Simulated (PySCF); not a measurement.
Telling isomers of C₅H₁₁FOSi₃ apart by NMR

PySCF 2.14 calculation with structure optimised with GFN2-xTB and shieldings: GIAO PBE0/pcSseg-1; equivalent nuclei averaged, one computed conformer, non-relativistic Hamiltonian, in vacuum.

Referencing at the same level of theory: $^{1}$H, $^{13}$C vs TMS. Splittings of carbon signals by F and P are missing where no couplings were computed. Where no couplings were computed, multiplicities follow the n + 1 count of equivalent neighbours, and m marks all less simple cases (inequivalent or close neighbours, rings, F or P nearby). Shifts are as computed. Against solution values, carbons near 30 ppm lie about +3 ppm off and those near 130 ppm about +5 ppm. Of 1309 compounds with measured shifts, 239 miss one by over three times the rms of a fit or turn the order of signals round; such compounds aren't used in these exercises.

(1) Tabulate the signals of `C=C(C)[Si]1(C(=C)F)[SiH2]O[SiH2]1`, `C=CC[Si]1(C(=C)F)[SiH2]O[SiH2]1`, `CC#C[SiH2]/C(F)=C\[SiH2]O[SiH3]` and their relative energies.

(2) What is the quickest way to tell C=C(C)[Si]1(C(=C)F)[SiH2]O[SiH2]1 from C=CC[Si]1(C(=C)F)[SiH2]O[SiH2]1?

(3) What is the quickest way to tell C=C(C)[Si]1(C(=C)F)[SiH2]O[SiH2]1 from CC#C[SiH2]/C(F)=C\[SiH2]O[SiH3]?

(4) What is the quickest way to tell C=CC[Si]1(C(=C)F)[SiH2]O[SiH2]1 from CC#C[SiH2]/C(F)=C\[SiH2]O[SiH3]?

Results:

(1) 
| SMILES | carbon types | δC | δH | E rel. (kcal/mol) |
| --- | --- | --- | --- | --- |
| C=C(C)[Si]1(C(=C)F)[SiH2]O[SiH2]1 | 2×C 2×CH2 1×CH3 | 179.9, 148.5, 135.3, 115.3, 28.7 | 6.18 (br s, 1H), 6.01 (m, 2H), 5.99 (m, 2H), 5.94 (m, 1H), 5.80 (br s, 1H), 5.00 (m, 1H), 2.36 (s, 3H) | 0.0 |
| C=CC[Si]1(C(=C)F)[SiH2]O[SiH2]1 | 1×C 1×CH 3×CH2 | 181.3, 143.1, 121.3, 112.7, 24.3 | 6.28 (m, 1H), 5.93 (m, 2H), 5.87 (m, 2H), 5.79 (m, 1H), 5.42 (m, 1H), 5.24 (m, 1H), 5.10 (m, 1H), 2.24 (d, 2H) | 0.0 |
| CC#C[SiH2]/C(F)=C\[SiH2]O[SiH3] | 3×C 1×CH 1×CH3 | 186.2, 121.7, 117.1, 79.4, 6.3 | 6.00 (m, 1H), 5.38 (d, 2H), 5.14 (s, 3H), 4.77 (m, 2H), 2.21 (s, 3H) | 11.5 |

Energies are electronic energies at PBE0/pcSseg-1 on these geometries, without zero-point or thermal terms, each for the one conformer computed, which needn't be the lowest.

(2) Both give the same number of carbon signals, but DEPT or the intensities differ. The first has an allylic methyl carbon (CH3) at 28.7 ppm, the second an alkene CH at 143.1 ppm. Their most deshielded carbons lie at 179.9 and 181.3 ppm.

(3) Both give the same number of carbon signals, but DEPT or the intensities differ. The first has a terminal =CH2 carbon at 135.3 ppm, the second an alkene CH at 121.7 ppm. Their most deshielded carbons lie at 179.9 and 186.2 ppm.

(4) Both give the same number of carbon signals, but DEPT or the intensities differ. The first has a terminal =CH2 carbon at 121.3 ppm, the second an alkyne carbon (C) at 117.1 ppm. Their most deshielded carbons lie at 181.3 and 186.2 ppm.
